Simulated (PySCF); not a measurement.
These are PBE-D3(BJ)/def2-TZVP // B3LYP-D3(BJ)/def2-SVP (PySCF) values and carry that method's errors. Isolated molecules, 0 K electronic values unless said otherwise. One relaxed conformer stands for a flexible species; it need not be the lowest. Excitations are Tamm–Dancoff values on a coarser integration grid. The basis has no diffuse functions, so Rydberg states are missing or too high.

Reference species (SMILES): `Bc1ccsc1F` (neutral, multiplicity 1).

| Item | Result |
|---|---|
| T1 excitation (TDA) | 2.91 eV |
| LUMO | -2.85 eV |

Changed species: `c1cc(sc1B)F`.

Q: Predict the effect on the T1 excitation (TDA) and LUMO.

A: the T1 excitation (TDA) hardly moves; the LUMO drops by 0.10 eV, to -2.95 eV.
